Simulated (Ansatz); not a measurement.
Geometry optimisation, Ansatz, RHF/STO-3G.

The input (input.yaml):

```yaml
crystal:
  periodic: [false, false, false]
  atoms:
    - { symbol: Si, position_ang: [0.0, 0.0, 0.0] }
    - { symbol: H, position_ang: [0.0, 0.0, 1.46] }
    - { symbol: O, position_ang: [1.5842, 0.0, -0.5594] }
    - { symbol: Si, position_ang: [2.4906, -1.3762, -0.8866] }
    - { symbol: H, position_ang: [1.6598, -2.3521, -1.5857] }
    - { symbol: H, position_ang: [3.6318, -1.0202, -1.7249] }
    - { symbol: H, position_ang: [2.9691, -1.9538, 0.366] }
    - { symbol: F, position_ang: [-0.7489, 1.2974, -0.5295] }
    - { symbol: C, position_ang: [-0.8808, -1.5259, -0.6227] }
    - { symbol: H, position_ang: [-1.3804, -2.0377, 0.2261] }
    - { symbol: H, position_ang: [-1.6409, -1.2332, -1.3768] }
    - { symbol: H, position_ang: [-0.1449, -2.2146, -1.0879] }
basis:
  gaussian: { orbitals: STO-3G }
hamiltonian:
  xc: hf
relax:
  f_tol: 0.02
  max_steps: 40
```

Command:

```bash
$ ansatz run input.yaml --threads 1 --pin off --max-ram 2048MiB --backend cpu --events-out ev --progress --plain --runs-dir out
```

Question: Where does it end, and by what steps?

Answer: The forces met the threshold. The force dipped under the threshold on the way, but the program's further checks kept it going. Limits of this set-up: minimal basis. After 14 steps the energy has fallen by 0.428 eV; H10 moved furthest, 0.96 Å.

| step | energy less start (eV) | largest force component (eV/Å) | accepted |
| --- | --- | --- | --- |
| 0 | 0.0000 | 1.532 | yes |
| 1 | -0.2949 | 0.636 | yes |
| 2 | -0.3411 | 0.329 | yes |
| 3 | -0.3620 | 0.463 | yes |
| 4 | -0.3932 | 0.380 | yes |
| 5 | -0.4074 | 0.366 | yes |
| 6 | -0.4155 | 0.149 | yes |
| 7 | -0.4245 | 0.124 | yes |
| 8 | -0.4169 | 0.453 | no |
| 9 | -0.4267 | 0.011 | yes |
| 10 | -0.4257 | 0.241 | no |
| 11 | -0.4275 | 0.043 | yes |
| 12 | -0.4278 | 0.069 | yes |
| 13 | -0.4280 | 0.043 | yes |
| 14 | -0.4281 | 0.011 | yes |

```xyz
12
Properties=species:S:1:pos:R:3
Si 0.055 -0.221 0.007
H 0.361 -0.481 1.376
O 1.416 -0.172 -0.899
Si 2.649 -1.268 -0.953
H 2.206 -2.506 -1.502
H 3.686 -0.735 -1.768
H 3.157 -1.526 0.354
F -0.595 1.247 -0.113
C -1.155 -1.487 -0.611
H -2.079 -1.442 -0.050
H -1.398 -1.335 -1.654
H -0.763 -2.490 -0.509
```

Whether the end is a true minimum wasn't checked by a vibrational analysis.

Time of the run: 9.1 s on 1 thread of AMD EPYC 9R45 96-Core Processor (Zen 5), on a shared host, peak memory 0.15 GiB.
